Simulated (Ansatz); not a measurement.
Ligand exchange: C2H3Cl2F + Cd(CH3)F → C2H3ClF2 + Cd(CH3)Cl

Species: C2H3Cl2F (1,1-dichloro-1-fluoroethane) `CC(F)(Cl)Cl`, singlet; Cd(CH3)F, singlet; C2H3ClF2 (1-chloro-1,1-difluoroethane) `CC(F)(F)Cl`, singlet; Cd(CH3)Cl, singlet. The partners trade Cl for F: C–Cl and Cd–F bonds give way to C–F and Cd–Cl.

Shapes, held fixed at every level: PBE0-D4/def2-TZVP. Programs: Ansatz 0.2.0. The zero-point and thermal change to 298 K, harmonic and unscaled (PBE0-D4/def2-TZVP), is +2.5 kJ/mol.

```json
{"level": "HF/def2-SVP", "kind": "Hartree–Fock", "ΔH(298 K) (kJ/mol)": "-156.6", "less CCSD(T)/def2-TZVPP": "-52.5"}
{"level": "BHLYP-D4/def2-TZVPP", "kind": "global hybrid", "ΔH(298 K) (kJ/mol)": "-116.1", "less CCSD(T)/def2-TZVPP": "-12.0"}
{"level": "wB97X-V/def2-TZVPP", "kind": "range-separated hybrid", "ΔH(298 K) (kJ/mol)": "-104.8", "less CCSD(T)/def2-TZVPP": "-0.7"}
{"level": "B2PLYP/def2-TZVPP", "kind": "double hybrid", "ΔH(298 K) (kJ/mol)": "-101.6", "less CCSD(T)/def2-TZVPP": "+2.5"}
{"level": "MP2/def2-TZVPP", "kind": "perturbation theory", "ΔH(298 K) (kJ/mol)": "-98.4", "less CCSD(T)/def2-TZVPP": "+5.7"}
{"level": "CCSD(T)/def2-SVP", "kind": "coupled cluster or CI", "ΔH(298 K) (kJ/mol)": "-119.5", "less CCSD(T)/def2-TZVPP": "-15.4"}
{"level": "CCSD/def2-SVP", "kind": "coupled cluster or CI", "ΔH(298 K) (kJ/mol)": "-122.5", "less CCSD(T)/def2-TZVPP": "-18.4"}
{"level": "CCSD(T)/def2-TZVPP", "kind": "coupled cluster or CI", "ΔH(298 K) (kJ/mol)": "-104.1", "less CCSD(T)/def2-TZVPP": "0.0"}
```

The highest level, CCSD(T)/def2-TZVPP, gives ΔH(298 K) = -104.1 kJ/mol; the levels span -156.6 to -98.4. The column of differences is taken from that level and isn't an error. No measured value is set beside it here. For atoms past krypton def2 sets carry core potentials with scalar relativity. Outer-core shells of Cd are correlated, in sets that cover them unevenly.
